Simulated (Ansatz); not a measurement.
Born–Oppenheimer molecular dynamics of AlCl2HO (5 atoms, charge 0, multiplicity 1). It goes on from the last frame of an earlier run, with new velocities.

All numbers below come from RKS PBE0/def2-mTZVP (Ansatz).

* ensemble: NVT, Nosé–Hoover chain
* time step: 0.5 fs
* steps asked: 150
* set temperature: 2000 K
* thermostat: time constant 100 fs, chain length 3 (defaults)
* seed: 500252

First frame:

```xyz
5
Properties=species:S:1:pos:R:3
Al 0.044 -0.109 0.006
O 0.086 -0.311 1.641
H -0.639 -0.457 2.254
Cl 1.815 -0.036 -1.051
Cl -1.713 0.170 -1.087
```

How far do the bonds stretch over the last three quarters of this one trajectory? (Pairs bonded in most of those frames.)


```
   bond  mean (Å)  spread (Å)  shortest  longest
 Al1–O2     1.668       0.041      1.59     1.73
Al1–Cl4     2.146       0.072      1.96     2.22
Al1–Cl5     2.163       0.104      2.01     2.29
  O2–H3     0.968       0.038      0.90     1.03
```

Mean temperature of the second half: 745 K. The conserved energy stayed within 0.62 meV per atom of its start (net change 0.55 meV per atom), so the integration is sound. The mean temperature of the second half is 63 % below the set value. A run of 0.075 ps of so small a system gives no equilibrium averages.

The run took 5.1 min on 2 threads of Arm Neoverse V1, on a shared host, peak memory 0.18 GiB.
